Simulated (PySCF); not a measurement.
One of the candidates below gave these computed data.

All candidates are C7H9NO.

* UV, first state: lowest singlet excitation: 3.49 eV (355 nm, f = 0.001) [TDDFT PBE0/def2-SVPD]
* Rotational structure: rotational constants A, B, C: 2.187, 1.192, 0.879 GHz [PBE0-D3(BJ)/def2-SVP]
* Dipole: 3.73 D [PBE0/def2-SVPD]
* Polarisability: 101.2 au [PBE0/def2-SVPD]
* UV, strongest line: among the 6 lowest singlet transitions: S3 at 4.90 eV (253 nm, f = 0.166) [TDDFT PBE0/def2-SVPD]

Gas-phase values; electronic properties from PySCF, density fitting. Levels stand in brackets. One conformer (not necessarily the lowest) at the PBE0-D3(BJ)/def2-SVP geometry, without solvent, vibrations or thermal averaging.

Question: Which candidate is it?
A. `CCOc1cccnc1`
B. `COCc1ccccn1`
C. `C=CC(C=C)=NC(C)=O`

Answer: C. It is `C=CC(C=C)=NC(C)=O`. Numbering: `[CH2:1]=[CH:2][C:3]([CH:4]=[CH2:5])=[N:6][C:7]([CH3:8])=[O:9]`. Its formula, C7H9NO, gives 4 degrees of unsaturation: 0 rings and 4 π bonds in the structure found. S1 is mainly HOMO→LUMO (weight 0.93); the largest Löwdin shares of the orbital it empties are 0.52 on the carbonyl oxygen, 0.21 on the imine nitrogen, 0.08 on the carbonyl carbon and 0.06 on the methyl carbon next to a carbonyl, of the orbital it fills 0.21 on the imine nitrogen, 0.19 on the imine carbon, 0.16 on a terminal =CH2 carbon and 0.13 on a terminal =CH2 carbon. The optimised geometry has point group C1 and is an asymmetric top.

The others, at the same levels:
- `CCOc1cccnc1` fails: its computed lowest singlet excitation is 4.80 eV (258 nm, f = 0.003) (against 3.49 eV), static isotropic polarisability is 94.1 au (against 101.2 au) and rotational constant A is 4.993 GHz (against 2.187 GHz).
- `COCc1ccccn1` fails: its computed lowest singlet excitation is 4.85 eV (255 nm, f = 0.003) (against 3.49 eV), static isotropic polarisability is 91.8 au (against 101.2 au) and rotational constant A is 3.843 GHz (against 2.187 GHz).

Each candidate is one conformer, not necessarily the lowest. Dipoles, sizes and rotational constants follow the conformer. The torsions of the flexible species, by atom-mapped SMILES:
- `[CH2:1]=[CH:2][C:3]([CH:4]=[CH2:5])=[N:6][C:7]([CH3:8])=[O:9]`: C1–C2–C3–C4 169°, C2–C3–C4–C5 -14°, C3–N6–C7–C8 -120°
- `[CH3:1][CH2:2][O:3][c:4]1[cH:5][cH:6][cH:7][n:8][cH:9]1`: C1–C2–O3–C4 -178°, C2–O3–C4–C5 179°
- `[CH3:1][O:2][CH2:3][c:4]1[cH:5][cH:6][cH:7][cH:8][n:9]1`: C1–O2–C3–C4 -77°, O2–C3–C4–C5 -25°
